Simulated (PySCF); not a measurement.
**Worked example: oscillator strength and radiative lifetime**

pentane (C₅H₁₂), SMILES C(CC)CC.

The structure is a stationary point at B3LYP-D3(BJ)/def2-SVP. One conformer was computed; it need not be the lowest.

PySCF with TDDFT-PBE/def2-SVPD puts the first singlet state with f over 0.02 at 8.30 eV (vertical), with the transition dipole (0.389, 0.058, 0.125) in atomic units.

Q: Find the oscillator strength, the wavelength and the radiative lifetime that this transition would have in vacuum if emission retraced absorption.

A: 
|μ|² = 0.1703 au, so |μ| = 1.05 D. ΔE = 8.30/27.211 = 0.3050 hartree. f = (2/3) ΔE |μ|² = 0.035 (the program prints 0.035).
λ = 1239.84/8.30 = 149 nm; ν = 66944 cm⁻¹.
Einstein's coefficient A = 0.6670 ν² f s⁻¹ (ν in cm⁻¹) = 1.0e8 s⁻¹, so τ = 1/A = 9.7 ns. This state is S8; the lower singlets have f = 0.001, 0.003, 0.015, 0.008, 0.006, 0.007, 0.009. The figure is the radiative limit of this one transition; relaxation, internal conversion, crossing to triplets and a medium change what is measured.
